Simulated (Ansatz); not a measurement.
Cartesian coordinates in Å:
```
O -1.1863 -1.6430 -0.4290
Si -0.4955 -0.1588 -0.4205
C 1.2676 -0.1197 -0.0362
Si 0.6577 0.9282 1.5217
H -2.1424 -1.7044 -0.3992
H -1.0667 0.7539 -1.4320
H 1.7077 -1.0755 0.2404
H 1.8996 0.4366 -0.7237
H 0.3182 2.1442 0.6555
H -0.9598 0.4385 1.0230
```

Charge 0, multiplicity 1.

List the ωB97M-V/def2-TZVPP orbital energies in eV (Ansatz 0.2.0). (An estimate is asked.)

The calculation gave: Occupied: -1808.01, -1806.67, -526.69, -280.95, -148.98, -147.63, -103.14, -103.09, -103.04, -101.82, -101.71, -101.65, -31.44, -22.63, -18.63, -17.53, -15.39, -14.39, -13.46, -13.22, -12.25, -11.46, -10.40, -8.20. Lowest empty: 0.91, 1.72, 1.92, 2.67, 3.43, 3.70, 4.03, 4.06.
